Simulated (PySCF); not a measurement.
Gas-phase reaction: Ge₂H₆ + C₄H₁₀ (n-butane) = 2 CH₃GeH₃ + C₂H₄

Energies from PySCF, thermal terms from the rigid-rotor harmonic-oscillator model, ideal gas at 1 bar. † marks an energy on the PBE0/def2-TZVP geometry and frequencies. MP2 freezes the core. All species are closed-shell singlets. B3LYP is the form with VWN-RPA correlation. Ge: all electrons, no relativistic terms. MP2 isn't extrapolated to the basis-set limit.

B3LYP/def2-TZVP† gives ΔH°(298 K) = 89 kJ.

Task: What do r2SCAN/def2-TZVP†, ωB97X-V/def2-TZVP†, MP2/def2-SVP† give?

Result: r2SCAN/def2-TZVP†: 112 kJ; ωB97X-V/def2-TZVP†: 117 kJ; MP2/def2-SVP†: 127 kJ. For scale, ΔH°(298 K) is 89 kJ at this level, 108 kJ at ωB97M-V/def2-TZVP†, and runs from 73 to 157 kJ over the 17 levels computed.
